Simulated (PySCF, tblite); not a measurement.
Compound: C5H6O2S.
Z-matrix (Å and degrees, GFN2-xTB geometry), rows numbered from 1:
```
C 
C   1  1.4818
S   2  1.6225  1  123.60
C   2  1.4958  1  117.36  3   178.02
C   4  1.5469  2  115.23  1   -89.94
C   5  1.5173  4   82.94  2   116.94
O   6  1.1851  5  136.42  4  -179.26
O   6  1.3584  5   94.43  4     0.35
H   1  1.0916  2  110.31  3  -121.67
H   1  1.0915  2  109.36  3   121.30
H   1  1.0862  2  110.70  3     0.05
H   4  1.0934  2  110.83  1   138.56
H   5  1.0862  4  115.87  2  -128.44
H   5  1.0873  4  115.79  2     2.35
```

The calculation used PBE0/pcSseg-1 in PySCF (dipole) on a GFN2-xTB geometry, gas phase.

Take the most abundant isotopes and a rigid rotor. The values belong to one conformer with, in the numbering `[CH3:1][C:2](=[S:3])[C@H:4]1[CH2:5][C:6](=[O:7])[O:8]1`, C1–C2–C4–C5 -90°.

Task: Give the principal moments of inertia and the rotational constants in GHz.

Result: Ia = 115.42, Ib = 501.28, Ic = 557.87 u·Å²; 505379 MHz·u·Å²/I gives 4379, 1008 and 905.9 MHz, that is A = 4.3786, B = 1.0082, C = 0.9059 GHz.

Task: What kind of rotor is it?

Result: A near-prolate asymmetric top; Ray's κ = -0.941.

Task: What does the inertial defect say?

Result: Not planar: Δ = Ic − Ia − Ib = -58.83 u·Å². For a rigid frame Δ = −2 Σ m c², so Σ m c² = 29.42 u·Å² lies off the ab plane: 6.74 from hydrogen and 22.68 from heavier atoms. The atom farthest from that plane is 1.49 Å away.

Task: Give the coordinates in the principal-axis frame, origin at the centre of mass.

Result: The sense of each axis is arbitrary; atoms in the order of the calculation.
```csv
atom,mass (u),a (Å),b (Å),c (Å)
C1,12.000,-0.921,1.728,-0.422
C2,12.000,-1.107,0.333,0.041
S3,31.972,-2.518,-0.464,-0.053
C4,12.000,0.092,-0.378,0.583
C5,12.000,0.925,-1.156,-0.463
C6,12.000,2.003,-0.165,-0.066
O7,15.995,3.125,0.054,-0.379
O8,15.995,1.227,0.476,0.846
H9,1.008,-0.140,1.773,-1.183
H10,1.008,-0.582,2.344,0.413
H11,1.008,-1.848,2.126,-0.823
H12,1.008,-0.169,-0.961,1.470
H13,1.008,1.139,-2.194,-0.221
H14,1.008,0.583,-1.080,-1.492
```

Task: Where do the levels up to J = 4 lie, in cm⁻¹?

Result: Above 0(0,0):
J = 1: 1(0,1) 0.0638, 1(1,1) 0.1763, 1(1,0) 0.1797
J = 2: 2(0,2) 0.1915, 2(1,2) 0.3006, 2(1,1) 0.3108, 2(2,1) 0.6481, 2(2,0) 0.6481
J = 3: 3(0,3) 0.3827, 3(1,3) 0.4869, 3(1,2) 0.5074, 3(2,2) 0.8396, 3(2,1) 0.8400, 3(3,1) 1.4103, 3(3,0) 1.4103
J = 4: 4(0,4) 0.6373, 4(1,4) 0.7354, 4(1,3) 0.7695, 4(2,3) 1.0949, 4(2,2) 1.0961, 4(3,2) 1.6658, 4(3,1) 1.6659, 4(4,1) 2.4646, 4(4,0) 2.4646
Those of J = 1 are B + C, A + C and A + B.

Task: Predict some low-J microwave lines.

Result: The dipole components are |μa| = 1.30 D, |μb| = 0.59 D, |μc| = 0.31 D. The squared components, which scale the intensities, stand as 1.00 : 0.20 : 0.06 (a : b : c). Some lines, for components of 0.1 D or more:

```json
{"type": "b", "branch": "R", "J(Ka,Kc)": "3(0,3) ← 2(1,2)", "MHz": "2463", "lower level (cm⁻¹)": "0.301"}
{"type": "c", "branch": "Q", "J(Ka,Kc)": "5(1,5) ← 5(0,5)", "MHz": "2719", "lower level (cm⁻¹)": "0.955"}
{"type": "b", "branch": "Q", "J(Ka,Kc)": "5(1,4) ← 5(0,5)", "MHz": "4252", "lower level (cm⁻¹)": "0.955"}
{"type": "a", "branch": "R", "J(Ka,Kc)": "4(3,1) ← 3(3,0)", "MHz": "7661", "lower level (cm⁻¹)": "1.410"}
{"type": "a", "branch": "R", "J(Ka,Kc)": "5(4,1) ← 4(4,0)", "MHz": "9576", "lower level (cm⁻¹)": "2.465"}
{"type": "a", "branch": "R", "J(Ka,Kc)": "5(2,3) ← 4(2,2)", "MHz": "9611", "lower level (cm⁻¹)": "1.096"}
{"type": "c", "branch": "Q", "J(Ka,Kc)": "3(2,2) ← 3(1,2)", "MHz": "9959", "lower level (cm⁻¹)": "0.507"}
{"type": "b", "branch": "Q", "J(Ka,Kc)": "2(2,0) ← 2(1,1)", "MHz": "10114", "lower level (cm⁻¹)": "0.311"}
{"type": "b", "branch": "Q", "J(Ka,Kc)": "4(3,1) ← 4(2,2)", "MHz": "17081", "lower level (cm⁻¹)": "1.096"}
{"type": "c", "branch": "R", "J(Ka,Kc)": "4(2,3) ← 3(1,3)", "MHz": "18227", "lower level (cm⁻¹)": "0.487"}
{"type": "c", "branch": "R", "J(Ka,Kc)": "5(2,3) ← 4(1,3)", "MHz": "19403", "lower level (cm⁻¹)": "0.769"}
{"type": "c", "branch": "R", "J(Ka,Kc)": "5(2,4) ← 4(1,4)", "MHz": "20345", "lower level (cm⁻¹)": "0.735"}
{"type": "c", "branch": "Q", "J(Ka,Kc)": "5(4,2) ← 5(3,2)", "MHz": "23944", "lower level (cm⁻¹)": "1.985"}
{"type": "b", "branch": "Q", "J(Ka,Kc)": "4(4,0) ← 4(3,1)", "MHz": "23947", "lower level (cm⁻¹)": "1.666"}
{"type": "c", "branch": "R", "J(Ka,Kc)": "5(3,2) ← 4(2,2)", "MHz": "26660", "lower level (cm⁻¹)": "1.096"}
{"type": "c", "branch": "R", "J(Ka,Kc)": "5(4,1) ← 4(3,1)", "MHz": "33522", "lower level (cm⁻¹)": "1.666"}
```

Task: Estimate the classical rotational partition function at 100 K, 200 K and 298.15 K.

Result: Point group C1, symmetry number σ = 1; q = (√π/σ)·√((kT/h)³/(ABC)), k/h = 20836.6 MHz/K: 84300 at 100 K, 238000 at 200 K, 434000 at 298.15 K.

Its GFN2-xTB frequencies are all real (lowest 33 cm⁻¹). Zero-point vibration and centrifugal distortion are left out. A rigid rotor knows nothing of internal rotation, which can split or shift real lines.
